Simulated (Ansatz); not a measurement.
Relaxation of Al9Sb8Cl3 with RKS PBE-D4/def2-SVP.

```sh
$ ansatz run in.yaml --threads 2 --pin off --events-out ev --progress --plain --max-ram 31744MiB --backend cuda --devices 0, --max-vram 18GiB
```

```yaml
crystal:
  periodic: [false, false, false]
  atoms:
    - {symbol: Sb, position_ang: [-1.337600, -3.172400, 3.574200]}
    - {symbol: Sb, position_ang: [1.707700, -3.171200, 0.506000]}
    - {symbol: Sb, position_ang: [-1.350800, 2.964000, -2.565300]}
    - {symbol: Sb, position_ang: [1.731700, -0.114300, -2.562500]}
    - {symbol: Sb, position_ang: [-1.353800, -0.117200, 0.492000]}
    - {symbol: Sb, position_ang: [1.736200, -0.114100, 3.564900]}
    - {symbol: Sb, position_ang: [1.715500, 2.951400, 0.499400]}
    - {symbol: Sb, position_ang: [4.793100, -0.095300, 0.514400]}
    - {symbol: Al, position_ang: [-2.918400, -1.678100, 2.031600]}
    - {symbol: Al, position_ang: [-2.884100, 1.423500, -1.032500]}
    - {symbol: Al, position_ang: [0.224000, -1.666400, -1.041400]}
    - {symbol: Al, position_ang: [0.222900, -1.640000, 5.114200]}
    - {symbol: Al, position_ang: [3.254500, -1.674500, 2.036800]}
    - {symbol: Al, position_ang: [0.193900, 1.401800, -4.116000]}
    - {symbol: Al, position_ang: [0.191200, 4.476100, -1.037200]}
    - {symbol: Al, position_ang: [3.263700, 1.420800, -1.043300]}
    - {symbol: Al, position_ang: [0.201200, 1.433600, 2.039100]}
    - {symbol: Cl, position_ang: [-4.171700, -2.920500, 0.745000]}
    - {symbol: Cl, position_ang: [-4.146300, 0.122500, -2.303700]}
    - {symbol: Cl, position_ang: [-1.089800, 0.119800, -5.392200]}
basis:
  gaussian: {orbitals: def2-SVP, fitting: {mean_field: def2-universal-jkfit}}
hamiltonian: {xc: pbe, dispersion: d4}
scf: {lower_state_search: "off"}
output: {orbitals: {seedname: orbitals}}
relax: {f_tol: 0.03, max_steps: 70}
```

Hardware: 2 threads of AMD EPYC 7R13 on a shared host and a share (18 GiB) of an NVIDIA H100 80GB HBM3. Wall time 1.9 min, peak host memory 1 GiB.

Positions (Å) and forces (eV/Å) at steps 1, 2, 3, 4, 5, 6, 7, 8, 9, 10, 11, 12, 13, 14 of 31:

```xyz
20
step=1 energy=-149177.7775 eV
Sb   -1.338   -3.172    3.574    0.227    0.120    0.088
Sb    1.708   -3.171    0.506   -0.018   -0.376    0.114
Sb   -1.351    2.964   -2.565   -0.336    0.549   -0.278
Sb    1.732   -0.114   -2.562    0.543   -0.130   -0.739
Sb   -1.354   -0.117    0.492   -0.664    0.437    0.483
Sb    1.736   -0.114    3.565    0.726    0.641    0.685
Sb    1.716    2.951    0.499    0.380    0.435    0.344
Sb    4.793   -0.095    0.514    0.184   -0.160    0.196
Al   -2.918   -1.678    2.032    0.396   -0.767   -0.492
Al   -2.884    1.423   -1.032    0.168   -0.914   -1.180
Al    0.224   -1.666   -1.041    0.135    0.398    0.106
Al    0.223   -1.640    5.114   -0.637   -0.222   -0.682
Al    3.255   -1.675    2.037   -0.601    0.628   -0.654
Al    0.194    1.402   -4.116   -1.165   -1.116    0.290
Al    0.191    4.476   -1.037   -0.022   -0.564    0.137
Al    3.264    1.421   -1.043   -0.595   -0.495    0.473
Al    0.201    1.434    2.039    0.145   -0.360   -0.353
Cl   -4.172   -2.921    0.745    0.152    0.479    0.448
Cl   -4.146    0.122   -2.304    0.362    0.670    0.624
Cl   -1.090    0.120   -5.392    0.622    0.745    0.390
20
step=2 energy=-149179.5389 eV
Sb   -1.311   -3.200    3.566    0.032   -0.476   -0.091
Sb    1.682   -3.226    0.506   -0.185   -0.223    0.148
Sb   -1.415    3.061   -2.624   -0.620    0.885   -0.596
Sb    1.819   -0.165   -2.673    0.378   -0.306   -0.516
Sb   -1.432   -0.064    0.549   -0.194    0.183    0.158
Sb    1.843   -0.001    3.682    0.496    0.561    0.652
Sb    1.785    3.013    0.577    0.620    0.714    0.565
Sb    4.832   -0.112    0.536    0.126    0.081    0.108
Al   -2.842   -1.747    2.006    0.305   -0.558   -0.318
Al   -2.807    1.377   -1.144    0.382   -0.616   -0.719
Al    0.254   -1.584   -1.011    0.081    0.488    0.134
Al    0.155   -1.635    5.011   -0.063    0.365   -0.900
Al    3.141   -1.572    1.945   -0.767    0.377   -0.308
Al    0.088    1.320   -4.007   -0.560   -0.841    0.664
Al    0.190    4.391   -1.008    0.001   -1.166    0.162
Al    3.171    1.331   -0.958   -0.563   -0.437    0.113
Al    0.253    1.382    2.000    0.072   -0.281   -0.058
Cl   -4.177   -2.902    0.765    0.041    0.304    0.312
Cl   -4.150    0.142   -2.307    0.142    0.449    0.330
Cl   -1.097    0.142   -5.387    0.276    0.497    0.160
20
step=3 energy=-149181.0954 eV
Sb   -1.293   -3.250    3.551   -0.142   -0.941   -0.257
Sb    1.643   -3.274    0.523   -0.288    0.007    0.155
Sb   -1.516    3.163   -2.719   -0.453    0.701   -0.502
Sb    1.897   -0.226   -2.769    0.028   -0.130   -0.104
Sb   -1.486   -0.020    0.602    0.245    0.185   -0.151
Sb    1.950    0.126    3.776    0.003    0.129    0.310
Sb    1.886    3.075    0.683    0.520    0.643    0.402
Sb    4.833   -0.111    0.561    0.071    0.218    0.055
Al   -2.766   -1.809    1.984    0.184   -0.445   -0.188
Al   -2.719    1.341   -1.236    0.472   -0.300   -0.348
Al    0.272   -1.526   -0.993    0.131    0.460    0.130
Al    0.098   -1.623    4.869    0.555    1.020   -0.854
Al    3.037   -1.491    1.877   -0.829    0.344   -0.056
Al    0.002    1.254   -3.889   -0.064   -0.547    0.874
Al    0.187    4.228   -0.984    0.091   -1.213    0.161
Al    3.082    1.270   -0.904   -0.556   -0.474   -0.012
Al    0.289    1.357    1.971    0.217   -0.252    0.230
Cl   -4.178   -2.882    0.787   -0.036    0.193    0.194
Cl   -4.142    0.171   -2.298   -0.121    0.169    0.062
Cl   -1.092    0.177   -5.370   -0.029    0.233   -0.099
20
step=4 energy=-149182.1503 eV
Sb   -1.272   -3.331    3.523   -0.094   -0.962   -0.284
Sb    1.580   -3.296    0.560   -0.314    0.159    0.144
Sb   -1.600    3.236   -2.802   -0.006    0.310   -0.108
Sb    1.933   -0.272   -2.816   -0.222    0.117    0.185
Sb   -1.485    0.017    0.630    0.393    0.237   -0.280
Sb    2.025    0.226    3.832   -0.451   -0.294    0.037
Sb    1.989    3.127    0.784    0.093    0.347   -0.106
Sb    4.816   -0.087    0.592   -0.016    0.179    0.012
Al   -2.687   -1.855    1.958    0.117   -0.405   -0.187
Al   -2.648    1.311   -1.299    0.431   -0.087   -0.215
Al    0.279   -1.490   -0.981    0.162    0.334    0.168
Al    0.067   -1.579    4.693    0.844    1.285   -0.719
Al    2.940   -1.424    1.835   -0.705    0.397    0.007
Al   -0.056    1.202   -3.786    0.063   -0.351    0.742
Al    0.198    4.034   -0.968    0.120   -1.035    0.210
Al    2.994    1.222   -0.864   -0.402   -0.443    0.118
Al    0.324    1.360    1.972    0.369   -0.105    0.348
Cl   -4.175   -2.862    0.805   -0.041    0.171    0.137
Cl   -4.144    0.196   -2.291   -0.220    0.026   -0.021
Cl   -1.097    0.214   -5.353   -0.122    0.118   -0.186
20
step=5 energy=-149183.0766 eV
Sb   -1.135   -3.420    3.408    0.166   -0.871   -0.388
Sb    1.431   -3.233    0.641   -0.425   -0.056    0.319
Sb   -1.601    3.222   -2.818    0.077    0.185   -0.025
Sb    1.923   -0.299   -2.822   -0.154    0.098    0.203
Sb   -1.459    0.107    0.665    0.269    0.198   -0.220
Sb    2.048    0.297    3.895   -0.561   -0.426   -0.039
Sb    2.060    3.119    0.798    0.007    0.315   -0.280
Sb    4.812   -0.100    0.665   -0.142    0.107   -0.017
Al   -2.554   -1.916    1.882    0.074   -0.282   -0.353
Al   -2.641    1.290   -1.324    0.393   -0.058   -0.163
Al    0.267   -1.399   -0.949    0.062    0.339    0.176
Al    0.059   -1.511    4.515    0.856    1.228   -0.516
Al    2.796   -1.310    1.811   -0.445    0.419   -0.020
Al   -0.094    1.140   -3.757    0.009   -0.234    0.645
Al    0.208    3.874   -0.946    0.144   -0.865    0.253
Al    2.923    1.093   -0.782   -0.305   -0.328    0.179
Al    0.394    1.384    2.008    0.260   -0.003    0.270
Cl   -4.121   -2.852    0.779   -0.024    0.156    0.123
Cl   -4.200    0.223   -2.269   -0.185   -0.003    0.011
Cl   -1.133    0.242   -5.379   -0.078    0.080   -0.158
20
step=6 energy=-149183.9739 eV
Sb   -0.993   -3.493    3.292    0.389   -0.539   -0.459
Sb    1.286   -3.222    0.748   -0.489   -0.261    0.443
Sb   -1.593    3.231   -2.832    0.121    0.055    0.038
Sb    1.910   -0.316   -2.794   -0.058    0.045    0.111
Sb   -1.425    0.170    0.678    0.055    0.135   -0.113
Sb    2.037    0.320    3.904   -0.269   -0.231    0.008
Sb    2.109    3.141    0.796   -0.023    0.272   -0.348
Sb    4.787   -0.103    0.693   -0.223   -0.005    0.060
Al   -2.455   -1.972    1.801    0.046   -0.163   -0.503
Al   -2.597    1.267   -1.368    0.225   -0.105   -0.132
Al    0.278   -1.339   -0.892    0.034    0.372    0.263
Al    0.079   -1.430    4.360    0.513    0.760   -0.387
Al    2.679   -1.228    1.768   -0.220    0.408   -0.191
Al   -0.133    1.085   -3.674   -0.111   -0.179    0.362
Al    0.206    3.724   -0.919    0.129   -0.638    0.267
Al    2.847    1.017   -0.712   -0.251   -0.249    0.313
Al    0.447    1.420    2.025    0.144    0.040    0.089
Cl   -4.121   -2.831    0.778    0.060    0.169    0.150
Cl   -4.224    0.236   -2.253   -0.074    0.028    0.067
Cl   -1.143    0.272   -5.373    0.003    0.085   -0.038
20
step=7 energy=-149184.6486 eV
Sb   -0.852   -3.538    3.162    0.263   -0.222   -0.283
Sb    1.149   -3.242    0.867   -0.216   -0.255    0.124
Sb   -1.578    3.233   -2.834    0.104   -0.009    0.054
Sb    1.898   -0.322   -2.761   -0.028   -0.089    0.006
Sb   -1.412    0.225    0.686   -0.165    0.116    0.024
Sb    2.034    0.329    3.894    0.118    0.100    0.045
Sb    2.143    3.175    0.778    0.000    0.178   -0.280
Sb    4.764   -0.111    0.716   -0.177   -0.058    0.142
Al   -2.382   -2.015    1.712    0.014   -0.096   -0.508
Al   -2.567    1.248   -1.404    0.077   -0.120   -0.134
Al    0.307   -1.277   -0.807    0.115    0.339    0.405
Al    0.113   -1.363    4.244    0.035    0.227   -0.288
Al    2.585   -1.170    1.714   -0.146    0.330   -0.336
Al   -0.164    1.042   -3.613   -0.202   -0.145    0.131
Al    0.197    3.606   -0.888    0.068   -0.439    0.221
Al    2.778    0.956   -0.636   -0.269   -0.200    0.434
Al    0.491    1.448    2.023    0.146    0.024   -0.113
Cl   -4.136   -2.811    0.780    0.161    0.177    0.163
Cl   -4.245    0.242   -2.235    0.029    0.051    0.105
Cl   -1.142    0.293   -5.373    0.072    0.093    0.088
20
step=8 energy=-149185.2002 eV
Sb   -0.757   -3.568    3.053   -0.189   -0.018    0.276
Sb    1.105   -3.304    0.899    0.216    0.063   -0.479
Sb   -1.557    3.228   -2.827    0.028   -0.003    0.058
Sb    1.881   -0.344   -2.718   -0.117   -0.089   -0.056
Sb   -1.452    0.302    0.716   -0.394    0.111    0.181
Sb    2.058    0.352    3.870    0.166    0.170    0.006
Sb    2.186    3.222    0.740   -0.021    0.126   -0.138
Sb    4.748   -0.122    0.761   -0.005   -0.038    0.122
Al   -2.311   -2.046    1.600    0.056   -0.109   -0.286
Al   -2.550    1.229   -1.438   -0.029   -0.037   -0.126
Al    0.360   -1.170   -0.653    0.363    0.239    0.480
Al    0.115   -1.299    4.131   -0.212   -0.045   -0.229
Al    2.486   -1.102    1.611   -0.226    0.147   -0.230
Al   -0.200    0.995   -3.553   -0.036   -0.137   -0.003
Al    0.182    3.492   -0.843    0.028   -0.301    0.130
Al    2.675    0.863   -0.506   -0.312   -0.121    0.314
Al    0.553    1.460    1.970    0.363   -0.204   -0.319
Cl   -4.146   -2.781    0.786    0.193    0.153    0.078
Cl   -4.263    0.236   -2.210    0.066    0.020    0.085
Cl   -1.134    0.306   -5.367    0.063    0.071    0.137
20
step=9 energy=-149185.6167 eV
Sb   -0.744   -3.582    3.050   -0.137    0.032    0.191
Sb    1.112   -3.323    0.860    0.066    0.120   -0.355
Sb   -1.547    3.225   -2.819   -0.002    0.011    0.037
Sb    1.865   -0.360   -2.700   -0.138   -0.089   -0.009
Sb   -1.524    0.346    0.754   -0.443    0.165    0.238
Sb    2.073    0.360    3.859    0.061    0.102    0.038
Sb    2.209    3.256    0.710   -0.060    0.152   -0.037
Sb    4.732   -0.125    0.788   -0.008    0.000    0.063
Al   -2.262   -2.072    1.545    0.122   -0.119   -0.113
Al   -2.549    1.226   -1.455   -0.048   -0.001   -0.075
Al    0.441   -1.057   -0.513    0.170    0.186    0.327
Al    0.087   -1.267    4.066   -0.183    0.004   -0.165
Al    2.419   -1.056    1.547   -0.037   -0.082    0.131
Al   -0.206    0.976   -3.530    0.034   -0.072   -0.018
Al    0.172    3.411   -0.818    0.016   -0.217    0.045
Al    2.590    0.811   -0.422   -0.056    0.133    0.052
Al    0.644    1.394    1.868    0.439   -0.450   -0.463
Cl   -4.132   -2.753    0.782    0.145    0.094   -0.010
Cl   -4.268    0.226   -2.194    0.029   -0.015    0.037
Cl   -1.129    0.315   -5.354    0.029    0.044    0.084
20
step=10 energy=-149185.9143 eV
Sb   -0.744   -3.586    3.064   -0.031    0.023    0.089
Sb    1.102   -3.313    0.820   -0.065    0.133   -0.194
Sb   -1.547    3.225   -2.816    0.007    0.020    0.023
Sb    1.842   -0.379   -2.680   -0.110   -0.095    0.099
Sb   -1.607    0.385    0.799   -0.276    0.211    0.304
Sb    2.076    0.369    3.867   -0.037    0.021    0.033
Sb    2.208    3.290    0.704   -0.095    0.128   -0.016
Sb    4.727   -0.123    0.803   -0.066    0.008    0.026
Al   -2.224   -2.091    1.518    0.139   -0.075   -0.111
Al   -2.556    1.227   -1.464   -0.020   -0.060   -0.037
Al    0.460   -0.978   -0.427   -0.087    0.172    0.186
Al    0.058   -1.242    4.025   -0.090    0.064   -0.116
Al    2.415   -1.060    1.557    0.166   -0.187    0.241
Al   -0.204    0.971   -3.521    0.004   -0.007   -0.002
Al    0.167    3.356   -0.811    0.027   -0.165   -0.005
Al    2.578    0.819   -0.400    0.196    0.198   -0.108
Al    0.739    1.279    1.749    0.249   -0.424   -0.394
Cl   -4.109   -2.737    0.770    0.089    0.034   -0.055
Cl   -4.270    0.216   -2.189   -0.014   -0.024   -0.001
Cl   -1.127    0.322   -5.346    0.015    0.025    0.036
20
step=11 energy=-149186.2018 eV
Sb   -0.745   -3.582    3.076    0.032    0.013    0.037
Sb    1.062   -3.274    0.773   -0.170    0.090   -0.071
Sb   -1.558    3.219   -2.808    0.012    0.005    0.009
Sb    1.801   -0.414   -2.635   -0.115   -0.071    0.116
Sb   -1.705    0.459    0.894   -0.116    0.189    0.290
Sb    2.067    0.373    3.872   -0.094   -0.004   -0.022
Sb    2.190    3.319    0.705   -0.108    0.031   -0.005
Sb    4.740   -0.123    0.816   -0.040   -0.010    0.006
Al   -2.171   -2.107    1.464    0.187    0.012   -0.130
Al   -2.552    1.200   -1.464    0.041   -0.109    0.042
Al    0.427   -0.877   -0.340   -0.121    0.084    0.058
Al    0.024   -1.212    3.984   -0.008    0.059   -0.098
Al    2.460   -1.097    1.591    0.172   -0.214    0.167
Al   -0.205    0.969   -3.512   -0.005    0.034   -0.004
Al    0.168    3.293   -0.822    0.040   -0.116   -0.033
Al    2.628    0.848   -0.411    0.239    0.133   -0.201
Al    0.823    1.152    1.628    0.008   -0.082   -0.051
Cl   -4.072   -2.729    0.739    0.058   -0.013   -0.101
Cl   -4.274    0.204   -2.189   -0.025   -0.034   -0.017
Cl   -1.125    0.329   -5.338    0.013    0.002    0.008
20
step=12 energy=-149186.4122 eV
Sb   -0.761   -3.578    3.094    0.032    0.025    0.038
Sb    0.970   -3.233    0.728   -0.215   -0.011    0.003
Sb   -1.589    3.194   -2.790    0.046   -0.007    0.002
Sb    1.732   -0.463   -2.583   -0.109   -0.011    0.067
Sb   -1.771    0.566    1.043   -0.051    0.084    0.129
Sb    2.058    0.377    3.871   -0.049   -0.034   -0.029
Sb    2.170    3.334    0.702   -0.039    0.002   -0.040
Sb    4.736   -0.143    0.822   -0.010   -0.038   -0.008
Al   -2.060   -2.100    1.364    0.230    0.044   -0.097
Al   -2.515    1.137   -1.426    0.070   -0.099    0.122
Al    0.357   -0.789   -0.273   -0.100    0.062    0.001
Al    0.001   -1.184    3.919   -0.025   -0.027    0.028
Al    2.483   -1.148    1.622    0.070   -0.037    0.006
Al   -0.204    0.981   -3.518   -0.083    0.007   -0.036
Al    0.183    3.214   -0.854    0.002   -0.006   -0.055
Al    2.675    0.876   -0.441    0.137    0.006   -0.079
Al    0.860    1.121    1.596   -0.023    0.117    0.119
Cl   -3.972   -2.722    0.660    0.068   -0.019   -0.163
Cl   -4.251    0.177   -2.172    0.019   -0.054    0.007
Cl   -1.119    0.332   -5.341    0.030   -0.003   -0.015
20
step=13 energy=-149186.5694 eV
Sb   -0.786   -3.572    3.128   -0.030    0.034    0.053
Sb    0.848   -3.202    0.706   -0.111   -0.068    0.000
Sb   -1.609    3.166   -2.783   -0.045   -0.001   -0.026
Sb    1.646   -0.472   -2.539   -0.067   -0.073    0.044
Sb   -1.811    0.649    1.179    0.127   -0.027   -0.017
Sb    2.035    0.338    3.871    0.065    0.019    0.011
Sb    2.173    3.353    0.663    0.064   -0.006    0.023
Sb    4.741   -0.191    0.818   -0.043   -0.044   -0.036
Al   -1.918   -2.091    1.252    0.170    0.090    0.078
Al   -2.453    1.078   -1.366    0.074   -0.006    0.165
Al    0.289   -0.703   -0.217   -0.063    0.084   -0.053
Al   -0.036   -1.197    3.981    0.014   -0.038   -0.186
Al    2.478   -1.171    1.611   -0.154    0.041    0.043
Al   -0.247    0.972   -3.555   -0.080    0.049   -0.011
Al    0.191    3.221   -0.891    0.004   -0.131   -0.055
Al    2.712    0.882   -0.449   -0.034    0.023   -0.049
Al    0.881    1.155    1.608   -0.117    0.129    0.187
Cl   -3.828   -2.715    0.529    0.114   -0.019   -0.184
Cl   -4.192    0.134   -2.134    0.065   -0.061    0.009
Cl   -1.132    0.316   -5.389    0.047    0.005    0.004
20
step=14 energy=-149186.6572 eV
Sb   -0.815   -3.582    3.162   -0.022    0.057    0.050
Sb    0.747   -3.192    0.689    0.168   -0.045   -0.023
Sb   -1.642    3.153   -2.778    0.049   -0.017    0.097
Sb    1.569   -0.511   -2.506   -0.096    0.053    0.048
Sb   -1.796    0.686    1.264   -0.096    0.085    0.100
Sb    2.060    0.352    3.888   -0.071   -0.080   -0.038
Sb    2.179    3.360    0.653   -0.058   -0.014   -0.069
Sb    4.680   -0.243    0.801   -0.056   -0.068   -0.048
Al   -1.799   -2.065    1.213   -0.335   -0.083    0.014
Al   -2.384    1.050   -1.294   -0.010    0.011   -0.073
Al    0.227   -0.632   -0.185    0.141    0.042   -0.019
Al   -0.018   -1.189    3.865   -0.004   -0.053    0.198
Al    2.398   -1.165    1.630    0.067    0.114   -0.166
Al   -0.273    0.986   -3.564   -0.149   -0.056   -0.049
Al    0.215    3.126   -0.932    0.028    0.025   -0.031
Al    2.683    0.894   -0.457    0.035   -0.101    0.096
Al    0.855    1.214    1.669    0.122    0.147    0.027
Cl   -3.676   -2.705    0.406    0.137    0.023   -0.124
Cl   -4.108    0.093   -2.090    0.088   -0.055    0.042
Cl   -1.120    0.319   -5.411    0.062    0.014   -0.033
```

In the def2 sets Sb takes a core potential; there is no spin–orbit coupling. Single mean-field runs in def2-SVP are fitted with def2-universal-jkfit. The restricted singlet is unstable towards broken spin symmetry in Hartree–Fock (as tested in another run); at PBE-D4/def2-SVP this wasn't settled.
